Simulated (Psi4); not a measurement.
Pair of molecules: H2O (SMILES O) (first 3 atoms) with CHN (SMILES C#N); geometry from B3LYP-D3(BJ)/def2-TZVP.
(charge 0, multiplicity 1):
```xyz
6

O     -0.08341    -0.07771    -0.10327
H      0.70905    -0.23245    -0.62767
H     -0.82821    -0.23088    -0.69383
C     -0.21763    -0.26153     2.97426
N     -0.26657    -0.34830     4.11700
H     -0.17158    -0.18329     1.90091
```

Method: SAPT0/jun-cc-pV(D+d)Z (Psi4 1.11).

Problem. Give the four SAPT terms and the total, and say what mostly holds the pair together.

Solution. electrostatics -380.3, exchange 264.6, induction -91.0, dispersion -54.3, total -261.0 meV; the largest attraction is electrostatics.
